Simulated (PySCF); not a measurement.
TaOCl2, SMILES [O]=[Ta]([Cl])[Cl] (connectivity only; charge and spin as stated), neutral, multiplicity 2.

Geometry: PBE0-D3(BJ)/def2-SVP. The multiplicity is an assumed one; other spin states were not compared. The isomer is the one that the SMILES or the coordinates give; other isomers of the formula were not compared. The def2 effective core potentials stand for the cores of Ta; spin–orbit coupling is left out.

The numbers are results of M06-2X/def2-TZVPD (PySCF), not measurements.

Isolated molecule, no solvent.

Computed frontier levels, dipole moment and polarisability:
| Quantity | Value |
|---|---|
| α spin, highest occupied and lowest empty level | -8.52 and -2.27 eV |
| β spin, highest occupied and lowest empty level | -11.10 and -4.28 eV |
| dipole moment | 1.76 D |
| quadrupole, principal values (traceless, Buckingham form, about the centre of nuclear charge) | -5.23, -1.90, 7.13 D·Å |
| mean static polarisability | 69.3 bohr³ (10.28 Å³) |
| polarisability, principal values | 59.3, 67.5, 81.3 bohr³ |
| ⟨S²⟩ | 0.755 (pure state 0.75) |
